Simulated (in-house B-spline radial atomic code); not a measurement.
Ionising Ge9+ with different functionals

Computed with a B-spline radial code for spherical atoms: four-component Dirac-Coulomb Hamiltonian, Fermi nucleus of rms radius 4.0742 fm, spin-restricted, spherical fractional occupations for the functionals. The ionisation energy is the difference of two self-consistent energies, [Ar] 3d5 → [Ar] 3d4, without Breit or QED terms; ε is the level of the shell that loses the electron (mean over j). The electron is taken from both j subshells in proportion to 2j + 1, so the result is a j average, not the step between ground levels.

Hybrids are left out here: with spherical fractional occupations of an open shell their exact exchange keeps a self-interaction that integer-occupation calculations don't have.

```json
{"method": "LDA VWN5", "rung": "LDA", "ΔSCF (eV)": "248.75", "-ε(3d) (eV)": "230.78"}
{"method": "relativistic LDA", "rung": "LDA", "ΔSCF (eV)": "248.76", "-ε(3d) (eV)": "230.79"}
{"method": "LDA PW92", "rung": "LDA", "ΔSCF (eV)": "248.74", "-ε(3d) (eV)": "230.77"}
{"method": "LDA exchange-only", "rung": "LDA", "ΔSCF (eV)": "246.43", "-ε(3d) (eV)": "228.48"}
{"method": "PBE", "rung": "GGA", "ΔSCF (eV)": "248.44", "-ε(3d) (eV)": "230.48"}
{"method": "PBEsol", "rung": "GGA", "ΔSCF (eV)": "248.38", "-ε(3d) (eV)": "230.42"}
{"method": "BLYP", "rung": "GGA", "ΔSCF (eV)": "248.35", "-ε(3d) (eV)": "230.37"}
{"method": "RPBE", "rung": "GGA", "ΔSCF (eV)": "248.37", "-ε(3d) (eV)": "230.40"}
{"method": "PW91", "rung": "GGA", "ΔSCF (eV)": "?", "-ε(3d) (eV)": "?"}
{"method": "BP86", "rung": "GGA", "ΔSCF (eV)": "248.54", "-ε(3d) (eV)": "230.56"}
{"method": "AM05", "rung": "GGA", "ΔSCF (eV)": "248.44", "-ε(3d) (eV)": "230.48"}
{"method": "OLYP", "rung": "GGA", "ΔSCF (eV)": "?", "-ε(3d) (eV)": "?"}
```

Problem. What does PW91 give?

Solution. ΔSCF 248.64 eV, and -ε(3d) = 230.67 eV.

Problem. What does OLYP give?

Solution. ΔSCF 249.38 eV, and -ε(3d) = 231.38 eV.

Problem. How do they compare with the NIST value?

Solution. NIST lists 252 eV ± 2.2 (tabulated theory, ground level to ground level). Errors run from -5.67 to -2.72 eV. The correlated functionals all miss on the same side by more than they spread, so the cause is common to them (Breit-QED terms, spin polarisation, the choice among j levels, multiplet and fine-structure energies, or a listed next ion that isn't the cheapest removal here) and closeness doesn't rank the functionals.
